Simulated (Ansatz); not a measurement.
Computed with Ansatz on PBE0-D4/def2-TZVP structures; ΔE is electronic, products minus reactants. CCSD(T)/CBS is the MP2 limit (def2-TZVPP, def2-QZVPP) plus CCSD(T) − MP2 in def2-TZVPP, frozen cores. This one scheme is used for every species. Functionals use def2-TZVPP. For Ge outer-core shells are correlated without core-valence functions, which leaves a few kJ/mol of doubt a bond. Scalar relativity is left out up to krypton. One conformer a species, not always the lowest.

Reaction (formal hydrolysis of a C–O bond): `OC(=S)[O][GeH3]` + H₂O → `OC(O)=S` + `[OH][GeH3]`

| level | ΔE (eV) |
| --- | --- |
| PBE0-D4 | 0.12 |
| ωB97X-V | 0.12 |
| PBE | 0.07 |
| r2SCAN | 0.10 |

Question: What does CCSD(T)/CBS give? (Estimate.)

Answer: Ansatz gave: +0.18 eV. The listed levels differ from it by -0.06, -0.06, -0.11, -0.08 eV.

Largest T1 diagnostic among the species: 0.016.

The D4 term adds +0.08 eV with B3LYP and +0.04 eV with PBE0; it sums over pairs of atoms, weighted by their polarisabilities, and B3LYP, whose exchange is more repulsive, gets the larger term. In def2-TZVPP, CCSD(T) changes the Hartree–Fock value by +0.06 eV (the triples alone add +0.01 eV) and MP2 by +0.08 eV.

B3LYP here is the variant with VWN-RPA as its local correlation; programs differ in this.
